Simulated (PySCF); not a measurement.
Compound: CH9FSi3.
Numbering: `[F:1][SiH2:2][CH:3]([SiH3:4])[SiH3:5]` (hydrogens: H6, H7 on Si2; H8 on C3; H9, H10, H11 on Si4; H12, H13, H14 on Si5)

The calculation used PySCF 2.14.0, PBE0-D3(BJ)/def2-SVP geometry optimisation, gas phase.

Problem. Give the optimised bond lengths and angles.

Solution. 
```csv
bond,length (Å)
F1–Si2,1.627
Si2–C3,1.865
"C3–Si4, C3–Si5",1.890
"Si2–H6, Si2–H7",1.491
C3–H8,1.109
Si4–H9 and 5 like bonds,1.494
```

Bonds in one row agree within 0.01 Å and their mean is given. A selection of angles:
```csv
angle,degrees
F1–Si2–C3,108.3
F1–Si2–H6,107.7
C3–Si2–H6,111.2
H6–Si2–H7,110.3
Si2–C3–Si4,112.5
Si2–C3–Si5,112.9
Si2–C3–H8,105.3
Si4–C3–Si5,112.2
Si4–C3–H8,106.6
C3–Si4–H9,110.1
H9–Si4–H10,108.8
```

Dihedral angles: F1–Si2–C3–Si4 -62° (synclinal). The mirror-image conformer, all signs reversed, is as good.

Si2 (fluorine-bound silicon) is tetrahedral (angles from 107.7° to 111.5°). Si4 (SiH3 silicon) is tetrahedral (angles from 108.8° to 110.1°). The C–Si distances run from 1.865 Å (Si2–C3, drawn single) to 1.891 Å (C3–Si4, drawn single), a spread of 0.026 Å.

Point group: near Cs, missed by 0.11 Å at most; the miss may be what the optimiser left on a soft mode. Not checked by PBE0-D3(BJ)/def2-SVP frequencies. One conformer, not necessarily the lowest.
